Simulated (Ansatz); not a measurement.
Be₂Se₂ (the lowest singlet isomer of a short search) was relaxed with r2SCAN-D4 (def2-TZVP) in Ansatz in these states: charge +1 doublet, neutral quintet, neutral singlet, neutral triplet. The geometries follow in no particular order.

A:

| atom | x (Å) | y (Å) | z (Å) |
| --- | --- | --- | --- |
| Be1 | -0.6044 | -0.8330 | 0.2207 |
| Be2 | 0.6044 | 0.8330 | -0.2207 |
| Se3 | 0.7459 | -0.9002 | -1.3553 |
| Se4 | -0.7459 | 0.9002 | 1.3553 |

B:

```tsv
atom	x (Å)	y (Å)	z (Å)
Be1	-0.300	0.848	0.440
Be2	0.300	-0.848	-0.440
Se3	-0.204	0.767	-1.617
Se4	0.204	-0.767	1.617
```

C:

```xyz
4

Be    0.876   -0.915   -0.559
Be   -0.876    0.915    0.559
Se    0.380    1.185   -1.344
Se   -0.380   -1.185    1.344
```

D:

Cartesian coordinates in Å:
```
Be 0.951 -0.539 -0.269
Be -0.951 0.539 0.269
Se -0.886 -0.987 -1.156
Se 0.886 0.987 1.156
```

Judge from the bond lengths which geometry belongs to which state (an estimate).

A is the charge +1 doublet (Be1–Be2 2.105 Å, Be2–Se4 2.076 Å, Be1–Se3 2.076 Å); B is the neutral singlet (Be1–Be2 2.004 Å, Be2–Se4 2.061 Å, Be1–Se3 2.061 Å); C is the neutral quintet (Be1–Be2 2.770 Å, Be2–Se4 2.296 Å, Be1–Se3 2.296 Å); D is the neutral triplet (Be1–Be2 2.252 Å, Be2–Se4 2.089 Å, Be1–Se3 2.089 Å).

At PBE0-D4/def2-TZVP a singlet lies 5.78 eV below the neutral quintet. At PBE0-D4/def2-TZVP a singlet lies 2.12 eV below the neutral triplet. These are the stationary points nearest to one start from a short search; other shapes may lie lower in each state.
